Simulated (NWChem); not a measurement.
Species: OsO4; SMILES [O]=[Os](=[O])(=[O])=[O]

Results from NWChem. Coordinates come from a PBE-D3(BJ)/def2-SVP optimisation. def2 effective core potentials on Os; no spin-orbit coupling.

Q: What does the run give for CAM-B3LYP/def2-SVPD? Quantities: highest occupied level (eV); orbital gap (eV).

A: The highest occupied level (eV) is -12.09 and the orbital gap (eV) comes out as 8.29.
